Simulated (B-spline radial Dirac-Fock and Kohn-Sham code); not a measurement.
## Atomic SCF run for Pt

ΔSCF core binding energies without Breit or QED terms, calculated with a radial finite-basis atomic code. Keys: rel is the Hamiltonian (dirac, or spin-free x2c and nr, where L3 and M5 stand for the whole 2p and 3d shells), method is hf or an exchange,correlation pair (spin-unpolarised, also for the hole states), nuc the nuclear model, radius_factor scales its radius, rmax is the box in bohr, h the logarithmic mesh step, order the B-spline order, points the quadrature points per cell, c_factor scales the speed of light, and damp, ndamp, maxit and tol steer the iteration. The run stops when the commutator error falls below 10·tol·max(1, Z/10), or the numerical noise floor, and the energy has settled to about 1e-8 Ha; the virial ratio is −V/T.

Input (task.json):

```json
{"items": [{"Z": 78, "q": 0, "cfg": [[1, 0, 2], [2, 0, 2], [2, 1, 6], [3, 0, 2], [3, 1, 6], [3, 2, 10], [4, 0, 2], [4, 1, 6], [4, 2, 10], [4, 3, 14], [5, 0, 2], [5, 1, 6], [5, 2, 9], [6, 0, 1]], "A": 195, "rrms": 5.427, "do": "settings", "holes": ["K", "L3", "M5"],
  "settings": [{"rel": "dirac", "method": "hf", "nuc": "fermi", "radius_factor": 1.0, "rmax": 45.0, "h": 0.3, "order": 8, "points": 10, "c_factor": 0.1815, "maxit": 54, "damp": 0.5, "ndamp": 3, "tol": 1e-08}]}]}
```

Command: `python xray2_run.py task.json out`

Ground-state iterations:

```
iter   energy (Ha)        error
   1   -14561.28663648  6.49e+01
   2   -21536.96238002  1.41e+02
   3   -26672.45142856  9.03e+01
   4   -24744.51192517  1.04e+02
   5   -24780.44747387  1.43e+02
   6   -27403.41683482  6.66e+01
   7   -24374.26834969  9.93e+01
   8   -23845.63348265  9.79e+01
   9   -23867.79448286  9.77e+01
  10   -23854.61770394  1.05e+02
  11   -14414.63591505  1.81e+02
  12   -14926.20540454  1.77e+02
  13   -15246.17699356  1.75e+02
  14   -15138.05634420  1.76e+02
  15   -14922.52893791  1.78e+02
  23   -24975.82039877  1.03e+02
  31   -19519.36303776  9.65e+01
  39   -19632.29250027  8.94e+01
  47   -19852.70186462  1.40e+02
  54   -27513.27689912  6.21e+01
```

The ground state had not converged after 54 iterations, with total energy -27513.27690 Ha, virial ratio 1.19620 and highest orbital energy 214.56 eV. ΔSCF binding energies: K (1s) 37950.8 eV, L3 (2p3/2) 101507.3 eV (not all states converged, so these are not final). Holes are computed only in closed shells, and unreliable hole states are left out.

Q: One setting is unsound. Which, and why?

A: c_factor makes c so small that Zα exceeds 1, so any numbers that come out have no meaning. With the default settings (Dirac Hartree-Fock): The ground state converged in 12 iterations, with total energy -18434.87710 Ha, virial ratio 1.87485 and highest orbital energy -7.73 eV. ΔSCF binding energies: K (1s) 78814.8 eV, L3 (2p3/2) 11604.5 eV. Holes are computed only in closed shells, and unreliable hole states are left out.
